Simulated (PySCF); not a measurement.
C4H7IS.
Numbering: `[CH3:1][C:2](=[S:3])[CH2:4][CH2:5][I:6]` (hydrogens: H7, H8, H9 on C1; H10, H11 on C4; H12, H13 on C5)

Computed with PBE0-D3(BJ)/def2-SVP geometry optimisation, gas phase, def2 core potentials past Kr in PySCF.

Task: What internal coordinates does the optimisation give?

Result: 
| bond | length (Å) | order |
| --- | --- | --- |
| C1–C2 | 1.494 | single |
| C2=S3 | 1.625 | double |
| C2–C4 | 1.509 | single |
| C4–C5 | 1.508 | single |
| C5–I6 | 2.161 | single |
| C1–H7, C1–H8, C1–H9 | 1.101 | single |
| C4–H10, C4–H11 | 1.106 | single |
| C5–H12, C5–H13 | 1.097 | single |

Bonds in one row agree within 0.01 Å and their mean is given. Orders are formal, as drawn. A selection of angles:
| angle | degrees |
| --- | --- |
| C2–C1–H7 | 111.6 |
| C2–C1–H8 | 108.7 |
| H7–C1–H8 | 108.9 |
| H8–C1–H9 | 106.4 |
| C1–C2–S3 | 122.6 |
| C1–C2–C4 | 114.4 |
| S3–C2–C4 | 123.0 |
| C2–C4–C5 | 116.9 |
| C2–C4–H10 | 105.5 |
| C2–C4–H11 | 109.5 |
| C5–C4–H10 | 108.0 |
| C5–C4–H11 | 111.1 |
| H10–C4–H11 | 105.0 |
| C4–C5–I6 | 112.4 |
| C4–C5–H12 | 111.8 |
| I6–C5–H12 | 105.3 |
| H12–C5–H13 | 110.7 |

Dihedral angles: C1–C2–C4–C5 -160° (antiperiplanar); C2–C4–C5–I6 73° (synclinal). The mirror-image conformer, all signs reversed, is as good.

Of the pairs four or more bonds apart, S3···H13 is among the closest relative to their van der Waals radii: 2.72 Å, 91 % of the sum of Bondi's values.

Point group: C1 (no symmetry element, even within 0.4 Å). Not checked by PBE0-D3(BJ)/def2-SVP frequencies. The numbers are those of one conformer.
